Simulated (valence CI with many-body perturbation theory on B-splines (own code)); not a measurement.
**Sensitivity of CI+MBPT for Ni⁶⁺**

Level of theory: relativistic CI+MBPT: four valence electrons over a frozen Dirac-Fock core [Ar], radial functions for each j: 6 s, 6 p, 5 d, 5 f, 1 g, with the one-electron correlation potential Σ1 (screened to all orders), the two-electron term Σ2, the three-electron term Σ3, Breit, model QED; selected single and double excitations, second order for the rest, scaled by the run's own slope (own B-spline code, finite nucleus).

Against 16 measured levels this calculation errs by 434 cm⁻¹ on average and by 1108 at most. These come from a selection out of Corliss and Sugar, J. Phys. Chem. Ref. Data 10, 197 (1981). Levels without a partner in it may be off by more, other configurations by 1,000 to 8,000 cm⁻¹. Only levels of the ground parity were solved; by the run's estimate the other parity begins above the list, which can be wrong where configurations are misplaced.

The reference run has the lowest level 3d⁴ ⁵D_0 and an ionisation energy of 132.338 eV. Its largest variational space holds 8898 state functions.

Changed runs:
A. cutoff of virtual states (hartree) 1568 → 720
B. selection threshold (hartree) 2e-08 → 1e-06; Breit term on → off; QED terms on → off
C. natural orbitals for correlation on → off
D. scale of Σ1 1 → 0 (bad on purpose)

Excitation energies of the reference run in cm⁻¹, and shifts in cm⁻¹:

```
                 Level  Reference        A       B       C       D
              3d⁴ ⁵D_1        276     -0.1     +34    -2.8     -17
              3d⁴ ⁵D_2        792     -0.2    +106    -5.4     -48
              3d⁴ ⁵D_3       1503     -0.3    +215    -4.2     -88
              3d⁴ ⁵D_4       2366     -0.4    +356    +4.0    -133
              3d⁴ ³H_4      30623     -0.2    +148   +1467    -337
              3d⁴ ³P_0      30834     +0.1    -116   +2963    -231
              3d⁴ ³H_5      31203     -0.4    +296   +1444    -378
              3d⁴ ³H_6      31769     -0.5    +485   +1438    -414
              3d⁴ ³P_1      32558     -0.2     +21   +2947    -331
              3d⁴ ³F_2      34326     -0.3    +141   +2411    -390
              3d⁴ ³F_3      34333     -0.3    +142   +2330    -380
              3d⁴ ³F_4      34565     -0.4    +226   +2320    -398
Ionisation energy (eV)    132.338  -0.0012  -0.008  +0.055  -1.994
```
